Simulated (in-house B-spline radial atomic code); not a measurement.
Radial electron density of Hg7+, [Xe] 4f14 5d5. Method: scalar-relativistic (X2C) LDA PW92, spin-polarised, spherical fractional occupations, Fermi nucleus of rms radius 5.4648 fm. Calculated with a B-spline radial code for spherical atoms.

One-electron X2C: radii and densities carry no picture-change correction, so inner-shell <1/r> comes out high (for 1s by about 2 % at Z = 33, 5 % at 54, 10 % at 75, 30 % at 118) and <r> low.

Columns: r (bohr), 4πr²n(r) (electrons per bohr), bar.

```
0.000308    3.899 #
0.000379    5.161 ##
0.000466    6.798 ##
0.000573    8.918 ###
0.000706    11.68 ###
0.000868    15.18 ####
 0.00107    19.69 ######
 0.00132    25.37 #######
 0.00162    32.22 ##########
 0.00199    40.53 ############
 0.00245    50.47 ###############
 0.00302    61.91 ##################
 0.00371    74.22 ######################
 0.00457    87.07 ##########################
 0.00562    99.06 #############################
 0.00692    108.9 ################################
 0.00851    114.8 ##################################
  0.0105    115.6 ##################################
  0.0129    111.3 #################################
  0.0159      104 ###############################
  0.0195    98.37 #############################
   0.024    99.63 #############################
  0.0296    111.5 #################################
  0.0364    130.8 #######################################
  0.0448    147.3 ###########################################
  0.0551      149 ############################################
  0.0678    134.3 ########################################
  0.0835    118.3 ###################################
   0.103    120.1 ###################################
   0.126    135.5 ########################################
   0.156    136.8 ########################################
   0.191    110.1 #################################
   0.236    80.97 ########################
    0.29    80.55 ########################
   0.357    91.61 ###########################
   0.439    81.67 ########################
    0.54    54.05 ################
   0.665    32.55 ##########
   0.818    23.77 #######
    1.01    18.26 #####
    1.24    11.44 ###
    1.53    5.161 ##
    1.88    1.663 
    2.31   0.3548 
    2.84  0.04491 
     3.5 0.002838 
    4.31 7.798e-05
```

On this grid the curve has 4 maxima, near 0.0105, 0.0551, 0.156, 0.357 bohr.

The 5p down radial function P(r) = rR(r), positive near the nucleus:

```
r (bohr)         P
0.000466  0.001317
0.000706   0.00235
 0.00107  0.004266
 0.00162  0.007855
 0.00245    0.0146
 0.00371   0.02727
 0.00562   0.05051
 0.00851    0.0911
  0.0129    0.1562
  0.0195    0.2431
  0.0296    0.3194
  0.0448    0.2919
  0.0678   0.04685
   0.103    -0.345
   0.156   -0.3859
   0.236    0.2533
   0.357    0.6429
    0.54    -0.206
   0.818    -1.145
    1.24   -0.8922
    1.88   -0.2472
    2.84  -0.02035
```
